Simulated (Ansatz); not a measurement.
## Energy profile

The step: SnNH₅ ([NH2][SnH3]) + AsH₃ → SnAsH₅ ([AsH2][SnH3]) + NH₃; bonds formed: Sn1–As7, N2–H6; bonds broken: Sn1–N2, H6–As7 (atoms numbered as in the saddle structure below).

```json
{"atom": "Sn1", "x (Å)": "-0.7151", "y (Å)": "-0.3661", "z (Å)": "-1.1332"}
{"atom": "N2", "x (Å)": "1.2388", "y (Å)": "0.2275", "z (Å)": "-0.4923"}
{"atom": "H3", "x (Å)": "-0.3591", "y (Å)": "-0.8090", "z (Å)": "-2.7497"}
{"atom": "H4", "x (Å)": "-1.1868", "y (Å)": "-1.7038", "z (Å)": "-0.2213"}
{"atom": "H5", "x (Å)": "-1.6755", "y (Å)": "1.0222", "z (Å)": "-1.0859"}
{"atom": "H6", "x (Å)": "0.9422", "y (Å)": "0.4852", "z (Å)": "0.6126"}
{"atom": "As7", "x (Å)": "-0.0754", "y (Å)": "0.6717", "z (Å)": "2.3499"}
{"atom": "H8", "x (Å)": "1.9292", "y (Å)": "-0.5202", "z (Å)": "-0.5189"}
{"atom": "H9", "x (Å)": "1.6188", "y (Å)": "1.0322", "z (Å)": "-0.9876"}
{"atom": "H10", "x (Å)": "-1.4696", "y (Å)": "0.8013", "z (Å)": "1.7292"}
{"atom": "H11", "x (Å)": "-0.2474", "y (Å)": "-0.8409", "z (Å)": "2.4972"}
```

Electronic energies by CCSD(T) at an estimated basis limit (MP2 extrapolated from triple and quadruple zeta, plus CCSD(T) − MP2 in triple zeta), on PBE0-D4/def2-TZVP structures; SnAsNH8, closed shell; no counterpoise correction. Ansatz 0.2.0; basis: def2-TZVPP and def2-QZVPP; cores frozen in the correlated methods. Filled d shells of the heavier atoms are correlated. Core potentials replace the inner electrons of the atoms past krypton. The def2 sets are not built for correlating such inner shells, so the correlated values are less sure here. Extrapolation: Hartree–Fock as exp(−7.88 √X), correlation as X^−2.97.

Q: Give the profile in kJ/mol, counted from the separated reactants. (To be estimated.)

A: The calculation gives:
| point | kJ/mol |
| --- | --- |
| separated: SnNH5 (linked as [NH2][SnH3]; Sn1, N2, H3, H4, H5, H8, H9; singlet) + AsH3 (H6, As7, H10, H11; singlet) | 0.0 |
| start structure | -8.2 |
| saddle | 78.9 |
| end structure | -87.2 |
| separated: SnAsH5 (linked as [AsH2][SnH3]; Sn1, H3, H4, H5, As7, H10, H11; singlet) + NH3 (N2, H6, H8, H9; singlet) | -70.4 |

No T1 diagnostic of these runs exceeds 0.014.

For scale, one of the runs: CCSD(T)/def2-TZVPP, 241 basis functions, launched by `ansatz run in.yaml --threads 8 --pin off --events-out ev --progress --plain --max-ram 19148MiB`. The run took 2.8 min on 8 CPU threads of an Intel Xeon (shared host), with 5.2 GiB of host memory at its peak.
